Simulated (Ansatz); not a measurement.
`C[SiH2][SiH2]N` → `CN([SiH3])[SiH3]`  (isomerisation)

Calculated with Ansatz (gas phase, PBE0-D4/def2-TZVP geometries, no zero-point term in ΔE). CCSD(T)/CBS adds triple-zeta CCSD(T) − MP2 to the extrapolated MP2 energy (def2 sets, frozen cores). DFT in def2-TZVPP. One conformer a species, not always the lowest.

```csv
level,ΔE (kJ/mol)
r2SCANh-D4,29.4
r2SCAN,31.1
MP2/def2-QZVPP,14.3
CCSD/CBS(def2),19.7
```

Problem. What does CCSD(T)/CBS give? (An estimate is asked.)

Solution. The calculation gave: +20.6 kJ/mol. The listed levels differ from it by 8.8, 10.5, -6.3, -0.9 kJ/mol.

Problem. What do rigid-rotor, harmonic-oscillator terms from PBE0-D4/def2-TZVP frequencies (298.15 K, 1 bar) make of the CCSD(T)/CBS value? (Estimate.)

Solution. The calculation gave: ΔZPE = -6.1 kJ/mol, ΔH = +12.9 kJ/mol, ΔS = -10 J/(mol·K), ΔG = +16.0 kJ/mol. Modes under 50 cm⁻¹ make the entropy rough.

Largest T1 diagnostic among the species: 0.011.

In def2-TZVPP, CCSD(T) changes the Hartree–Fock value by +12.8 kJ/mol (the triples alone add +0.9 kJ/mol) and MP2 by +8.5 kJ/mol. From BLYP to BHLYP (50 % exact exchange), in def2-TZVPP and without D4, ΔE moves by −12.6 kJ/mol. Leaving LDA and LC-ωPBE aside and taking each functional with its dispersion term where it has one, the values, not all of them listed here, spread over 26.3 kJ/mol, from BHLYP-D4 to PBE-D4. LDA lies −9.6 kJ/mol from PBE without D4.

CCSD(T)/CBS has its own doubt, a few kJ/mol and more with outer-core shells, so smaller differences from it don't rank the levels.
